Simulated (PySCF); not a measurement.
Compound: Sn2(NH2)4.
Bonds: Sn1–N2, Sn1–N3, Sn1–N6, N3–Sn4, Sn4–N5, Sn4–N6. Hydrogens: H7, H8 on N2; H9, H10 on N3; H11, H12 on N5; H13, H14 on N6.

Computed, not measured: PySCF 2.14.0, PBE0-D3(BJ)/def2-SVP geometry optimisation, gas phase, def2 core potentials past Kr.

How far are the bound atoms from Sn1?

3 atoms: N2 2.073 Å, N6 2.258 Å, N3 2.266 Å. The nearest atom not counted as bound is H7, at 2.70 Å.

List the angles at Sn1.

```json
{"angle": "N2–Sn1–N3", "degrees": "92.2", "distance of the outer atoms (Å)": "3.13"}
{"angle": "N2–Sn1–N6", "degrees": "86.9", "distance of the outer atoms (Å)": "2.98"}
{"angle": "N3–Sn1–N6", "degrees": "77.6", "distance of the outer atoms (Å)": "2.83"}
```

What is the shape at Sn1?

Pyramidal: angles 92.2°, 86.9° and 77.6°, sum 256.7°, 1.35 Å off the plane of its three neighbours. The Sn–N distances aren't all alike: 2.073 to 2.266 Å.

What are the other bond lengths?

N2–H7 and 3 like bonds 1.017 Å; N3–H9 and 3 like bonds 1.022 Å.

Give some angles away from the centre.

Sn1–N3–Sn4 102.4°.

What are the rotational constants (commonest isotopes, rigid rotor)?

A = 2493, B = 538.5, C = 507.5 MHz: a near-prolate asymmetric top.

Point group: Ci (every atom within 0.08 Å of its image). Charge 0, singlet. No PBE0-D3(BJ)/def2-SVP frequencies stand behind this structure, so it isn't proved a minimum.

One conformer stands for the species.
